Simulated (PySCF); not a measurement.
## TlTe at UHF-CCSD

Level: UHF-CCSD. PySCF, scalar-relativistic core potentials, basis sets Tl cc-pVDZ-PP with ECP60, Te cc-pVDZ-PP with ECP28.

```json
{
 "state": "²Π (doublet), unpaired electrons π ↑",
 "bond length": "2.946 Å",
 "harmonic wavenumber": "137 cm⁻¹",
 "force constant": "0.880 mdyn/Å",
 "rotational constant Be": "0.02442 cm⁻¹",
 "anharmonicity ωexe": "0.218 cm⁻¹",
 "vibration–rotation constant αe": "5.72e-05 cm⁻¹",
 "well depth De to Tl + Te": "2.10 eV",
 "dissociation energy D0": "2.09 eV"
}
```

Correlated steps freeze 8 core orbitals. Correlated levels converge slowly with the basis: in double zeta they bind strong bonds too weakly, by up to about 1 eV, and carry superposition errors of some tenths. These are scalar-relativistic numbers at best; spin–orbit coupling would shift them, the dissociation energy most. The state is the lowest determinant that a PBE0 search found; another state may lie lower at other levels.
